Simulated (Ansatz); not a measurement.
Reaction (isomerisation): `O[C]1(F)[CH2][GeH2]1` → `[F][GeH]1[CH2]C[O]1`

Program: Ansatz. Geometries: PBE0-D4/def2-TZVP. ΔE: electronic, gas phase. CCSD(T)/CBS adds triple-zeta CCSD(T) − MP2 to the extrapolated MP2 energy (def2 sets, frozen cores). Functionals use def2-TZVPP. B3LYP here is the variant with VWN-RPA as its local correlation; programs differ in this. For Ge outer-core shells are correlated without core-valence functions, which leaves a few kJ/mol of doubt a bond. Scalar relativity is left out up to krypton. One conformer a species, not always the lowest.

| level | ΔE (kJ/mol) | difference from CCSD(T)/CBS |
| --- | --- | --- |
| r2SCAN-D4 | -238.1 | 12.6 |
| B3LYP-D4 | -243.8 | 6.9 |
| ωB97X-V | -252.4 | -1.7 |
| PBE0 | -235.8 | 14.9 |
| B3LYP | -243.4 | 7.3 |
| MP2/def2-TZVPP | -264.3 | -13.6 |
| CCSD(T)/def2-TZVPP | -255.2 | -4.5 |
| HF/def2-QZVPP | -282.1 | -31.4 |
| MP2/CBS(def2) | -259.8 | -9.1 |
| CCSD/CBS(def2) | -254.8 | -4.1 |
| CCSD(T)/CBS | -250.7 | 0 |

Largest T1 diagnostic among the species: 0.012.

From PBE to PBE0 (25 % exact exchange), in def2-TZVPP and without D4, ΔE moves by −11.1 kJ/mol. In def2-TZVPP, CCSD(T) changes the Hartree–Fock value by +24.6 kJ/mol (the triples alone add +4.2 kJ/mol) and MP2 by +15.5 kJ/mol.
